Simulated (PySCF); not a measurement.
# Computed vibrations of Pb(NH2)2

Pb(NH2)2 (singlet). PySCF 2.14.0, RKS PBE, Pb def2-SVP with ECP60, N def2-SVP, H def2-SVP; non-relativistic Hamiltonian with scalar-relativistic core potentials where named; density fitting; no spin-orbit coupling. Central differences of gradients.

```xyz
7

Pb    0.0000    0.0000    0.0000
N     0.0000    0.0000    2.3487
H     0.5792    0.5792    2.9821
H    -0.5792   -0.5792    2.9821
N     0.0000    0.0000   -2.3487
H     0.5792   -0.5792   -2.9821
H    -0.5792    0.5792   -2.9821
```

Run from Python with OMP_NUM_THREADS=2. Where DIIS fails, smearing, a level shift and second-order steps follow.
It took 21 s on 2 threads of Arm Neoverse V1 (shared host).

Q: What are the harmonic wavenumbers and infrared intensities?

A: Modes are labelled in D2d; negative numbers are unstable modes, those under 60 cm⁻¹ near the noise; a finer grid moves soft modes by up to 10 cm⁻¹.
```tsv
cm⁻¹	km/mol	symmetry
-217	–	e
-217	–	e
196	0.2	e
196	0.2	e
315	98.6	b2
418	0.0	a1
421	0.0	b1
524	233.6	e
524	233.6	e
1447	0.2	b2
1454	0.0	a1
3323	18.6	b2
3330	0.0	a1
3434	0.9	e
3434	0.9	e
```

Q: Is this a minimum?

A: No: 2 unstable; the lowest moves the atoms so:
```
Pb   0.03  0.02  0.00
N   -0.21 -0.19  0.00
H   -0.04  0.02 -0.34
H   -0.04  0.02  0.34
N   -0.13 -0.10  0.00
H   -0.40 -0.40  0.03
H   -0.40 -0.40 -0.03
```
